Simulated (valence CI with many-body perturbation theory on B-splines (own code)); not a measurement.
# Energy levels of Ce50+

Method: valence CI with perturbative core correlation (CI+MBPT): six valence electrons over a frozen Dirac-Fock core [He], a basis of 9 s, 9 p, 8 d, 6 f, 3 g, 1 h functions for each j, with the one-electron correlation potential Σ1, the two-electron term Σ2, the three-electron term Σ3, Breit, model QED; selected CI, second order for the rest, scaled by the run's own slope (own B-spline code, finite nucleus).

The last digits are not significant, and no measured levels were compared; by estimate large intervals hold to a few tenths of a per cent, small ones and those within an open d or f shell to about a per cent. Among the levels kept, up to 2400 cm⁻¹ of a level comes from second order outside the variational space, and about a tenth of that is noise between levels of different J, which matters for small intervals.

Levels 1 to 45 of 67, with energies above the lowest level, (2s^2 2p1/2^2 2p3/2^2) J=2. "Leading %" is the weight of the configuration and term that name the level; weights of strongly mixed levels are sums over their largest components and can fall short, so below about 35 % the name and the second component can differ from the true leading terms, or belong to a minority configuration. In the jj column 3d3/2^4 stands for four electrons in 3d with j = 3/2. Lifetimes count E1, E2, E3, M1 and M2 decay at the calculated energies, and are blank where another channel may lead or the interval is too uncertain; long ones can be off by a factor of two.

```
No.  Configuration  Term  J  E (eV)  Leading %  Lifetime                        Leading jj
  1        2s2 2p4    3P  2     0.0         70                2s^2 2p1/2^2 2p3/2^2 (100 %)
  2        2s2 2p4    1S  0    42.3         63   25.7 ms      2s^2 2p1/2^2 2p3/2^2 (100 %)
  3        2s2 2p4    3P  1   461.1        100    960 ps        2s^2 2p1/2 2p3/2^3 (100 %)
  4        2s2 2p4    1D  2   478.4         70   2.07 ns        2s^2 2p1/2 2p3/2^3 (100 %)
  5         2s 2p5   3P°  2   747.5        100    761 fs        2s 2p1/2^2 2p3/2^3 (100 %)
  6         2s 2p5   1P°  1   806.6         57    304 fs         2s 2p1/2^2 2p3/2^3 (99 %)
  7        2s2 2p4    3P  0   955.1         63    388 ps               2s^2 2p3/2^4 (99 %)
  8         2s 2p5   3P°  0  1217.2        100    400 fs          2s 2p1/2 2p3/2^4 (100 %)
  9         2s 2p5   3P°  1  1250.2         57    331 fs           2s 2p1/2 2p3/2^4 (99 %)
 10            2p6    1S  0  1586.7         99    191 fs            2p1/2^2 2p3/2^4 (99 %)
 11     2s2 2p3 3s   3P°  2  5194.2         47   29.1 fs      2s^2 2p1/2^2 2p3/2 3s (99 %)
 12     2s2 2p3 3s   1P°  1  5201.2         31   12.0 fs     2s^2 2p1/2^2 2p3/2 3s (100 %)
 13     2s2 2p3 3p    3P  1  5278.6         31   2.69 ps   2s^2 2p1/2^2 2p3/2 3p1/2 (99 %)
 14     2s2 2p3 3p    3D  2  5280.5         25   1.82 ps   2s^2 2p1/2^2 2p3/2 3p1/2 (99 %)
 15     2s2 2p3 3p    3D  3  5410.3         49   2.22 ps  2s^2 2p1/2^2 2p3/2 3p3/2 (100 %)
 16     2s2 2p3 3p    3P  1  5410.5         36   1.99 ps   2s^2 2p1/2^2 2p3/2 3p3/2 (99 %)
 17     2s2 2p3 3p    3P  2  5431.1         43   2.30 ps   2s^2 2p1/2^2 2p3/2 3p3/2 (99 %)
 18     2s2 2p3 3p    3P  0  5449.9         72    740 fs   2s^2 2p1/2^2 2p3/2 3p3/2 (99 %)
 19     2s2 2p3 3d   3D°  2  5500.7         33   31.1 fs   2s^2 2p1/2^2 2p3/2 3d3/2 (98 %)
 20     2s2 2p3 3d   3F°  3  5506.8         27    945 fs   2s^2 2p1/2^2 2p3/2 3d3/2 (96 %)
 21     2s2 2p3 3d   3D°  1  5509.4         32   7.45 fs   2s^2 2p1/2^2 2p3/2 3d3/2 (99 %)
 22     2s2 2p3 3d   3P°  0  5510.9         62   3.69 ps   2s^2 2p1/2^2 2p3/2 3d3/2 (99 %)
 23     2s2 2p3 3d   3F°  4  5537.1         49   24.2 ps  2s^2 2p1/2^2 2p3/2 3d5/2 (100 %)
 24     2s2 2p3 3d   3D°  2  5545.7         34   2.78 fs   2s^2 2p1/2^2 2p3/2 3d5/2 (98 %)
 25     2s2 2p3 3d   3D°  3  5558.4         46   1.26 fs   2s^2 2p1/2^2 2p3/2 3d5/2 (95 %)
 26     2s2 2p3 3d   3D°  1  5566.5         36   1.90 fs   2s^2 2p1/2^2 2p3/2 3d5/2 (99 %)
 27     2s2 2p3 3s   5S°  2  5640.5         54   51.5 fs      2s^2 2p1/2 2p3/2^2 3s (99 %)
 28     2s2 2p3 3s   3S°  1  5649.3         55   10.9 fs     2s^2 2p1/2 2p3/2^2 3s (100 %)
 29     2s2 2p3 3s   3D°  3  5662.8         99   50.3 fs      2s^2 2p1/2 2p3/2^2 3s (99 %)
 30     2s2 2p3 3s   1D°  2  5668.7         66   12.3 fs     2s^2 2p1/2 2p3/2^2 3s (100 %)
 31     2s2 2p3 3s   3P°  0  5697.8         99   26.7 fs      2s^2 2p1/2 2p3/2^2 3s (99 %)
 32     2s2 2p3 3s   3P°  1  5700.8         66   20.2 fs      2s^2 2p1/2 2p3/2^2 3s (99 %)
 33     2s2 2p3 3p    5P  1  5723.2         45   5.06 ps   2s^2 2p1/2 2p3/2^2 3p1/2 (99 %)
 34     2s2 2p3 3p    3F  2  5730.7         34   3.25 ps   2s^2 2p1/2 2p3/2^2 3p1/2 (99 %)
 35     2s2 2p3 3p    3F  3  5746.6         44   2.32 ps  2s^2 2p1/2 2p3/2^2 3p1/2 (100 %)
 36     2s2 2p3 3p    3P  2  5772.4         53    913 fs   2s^2 2p1/2 2p3/2^2 3p1/2 (99 %)
 37     2s2 2p3 3p    3D  1  5780.1         73   2.13 ps   2s^2 2p1/2 2p3/2^2 3p1/2 (99 %)
 38     2s2 2p3 3p    3P  0  5812.9         64    981 fs   2s^2 2p1/2 2p3/2^2 3p1/2 (96 %)
 39     2s2 2p3 3p    5P  3  5851.0         44    494 fs   2s^2 2p1/2 2p3/2^2 3p3/2 (85 %)
 40     2s2 2p3 3p    3P  2  5855.7         38    402 fs   2s^2 2p1/2 2p3/2^2 3p3/2 (96 %)
 41     2s2 2p3 3p    3P  0  5858.4         99   1.97 ps   2s^2 2p1/2 2p3/2^2 3p3/2 (97 %)
 42     2s2 2p3 3p    1P  1  5871.2         48   1.56 ps   2s^2 2p1/2 2p3/2^2 3p3/2 (98 %)
 43     2s2 2p3 3p    3D  3  5873.5         47    501 fs   2s^2 2p1/2 2p3/2^2 3p3/2 (85 %)
 44     2s2 2p3 3p    3F  4  5878.1        100   1.81 ps  2s^2 2p1/2 2p3/2^2 3p3/2 (100 %)
 45      2s 2p4 3s    5P  3  5893.7         53    124 fs      2s 2p1/2^2 2p3/2^2 3s (70 %)
```

The ionisation energy to 2s2 2p3 2P°_3/2 of the next ion comes out as 9545.6 eV (NIST: 9545 ± 4 eV (theoretical)). All 67 levels together are meant to be complete up to 6003.4 eV.
